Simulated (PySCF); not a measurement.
A ladder of Hamiltonians for Ta⁵⁵⁺ (tantalum, charge +55)

Occupied: 1s1/2, 2s1/2, 2p1/2, 2p3/2, 3s1/2, 3p1/2, 3p3/2. Hartree-Fock calculated with PySCF 2.14 in an uncontracted even-tempered set (17 s from 7 bohr⁻², ratio 2.7; 14 p from 8.4 bohr⁻², ratio 2.7), Gaussian nucleus throughout. NR is non-relativistic, sf-X2C the spin-free one-electron X2C Hamiltonian, X2C adds the bare one-electron spin-orbit term, X2C-SNSO screens it by Boettger's factors, DC is four-component Dirac-Coulomb, and the Gaunt and Breit terms are added at first order (total energies over the DC spinors, levels after relaxing the spinors in that mean field). QED terms are absent. Levels marked empty are virtual spinors of this ion; the basis has s and p functions only, so 3d, which can lie below the n = 4 levels, is absent.

```tsv
level (eV)	NR	sf-X2C	X2C	X2C-SNSO
1s1/2	-66418.8	-71754.0	-71734.6	-71735.8
2s1/2	-14156.1	-15641.3	-15635.6	-15635.9
2p1/2	-13740.1	-14203.3	-15156.2	-15125.4
2p3/2	-13740.1	-14203.3	-13818.0	-13828.0
3s1/2	-5633.8	-6079.4	-6077.7	-6077.8
3p1/2	-5458.5	-5635.9	-5878.4	-5870.6
3p3/2	-5458.5	-5635.9	-5536.2	-5538.8
4s1/2 (empty)	-2904.8	-3073.0	-3072.6	-3072.6
4p1/2 (empty)	-2836.2	-2912.4	-3000.2	-2997.4
4p3/2 (empty)	-2836.2	-2912.4	-2876.3	-2877.3
```

Question: Where do the four-component calculations put these levels?

Answer: 1s1/2: DC -71821.2, DC+Gaunt -71580.7, DC+Breit -71598.8; 2s1/2: DC -15647.8, DC+Gaunt -15620.9, DC+Breit -15623.0; 2p1/2: DC -15132.3, DC+Gaunt -15088.7, DC+Breit -15092.9; 2p3/2: DC -13837.2, DC+Gaunt -13807.8, DC+Breit -13812.0; 3s1/2: DC -6080.6, DC+Gaunt -6074.2, DC+Breit -6074.9; 3p1/2: DC -5872.4, DC+Gaunt -5861.7, DC+Breit -5863.0; 3p3/2: DC -5540.9, DC+Gaunt -5533.6, DC+Breit -5534.9; 4s1/2 (empty): DC -3073.6, DC+Gaunt -3071.2, DC+Breit -3071.5; 4p1/2 (empty): DC -2998.1, DC+Gaunt -2994.1, DC+Breit -2994.7; 4p3/2 (empty): DC -2877.9, DC+Gaunt -2875.3, DC+Breit -2875.8 (eV).

```
Hamiltonian  E (hartree)  E − E(DC) (hartree)  CPU seconds
         NR  -11767.4813             793.4411         0.22
     sf-X2C  -12538.3149              22.6075         0.16
        X2C  -12556.2578               4.6646         0.16
   X2C-SNSO  -12555.2161               5.7063         0.16
         DC  -12560.9224               0.0000          7.7
   DC+Gaunt  -12544.9458              15.9766           14
   DC+Breit  -12546.4963              14.4261           42
```

Weight of the small component: 1s1/2 0.0756, 2s1/2 0.0174, 2p1/2 0.0174, 2p3/2 0.0158, 3s1/2 0.00656, 3p1/2 0.00647, 3p3/2 0.00605, 4s1/2 0.00301, 4p1/2 0.00307, 4p3/2 0.00288.

Koopmans' value for the highest occupied level at DC+Breit: 5534.9 eV, against an ionisation energy of 5537 ± 5 eV (theoretical estimate listed by NIST; NIST Atomic Spectra Database, ionization energies); the former lacks relaxation, correlation, QED and recoil.

The whole ladder took 66 s of wall time on 1 thread of Intel(R) Xeon(R) 6975P-C (shared host), launched as `OMP_NUM_THREADS=1 python relrun2.py TASK.json OUT` (a driver that calls PySCF for each Hamiltonian).
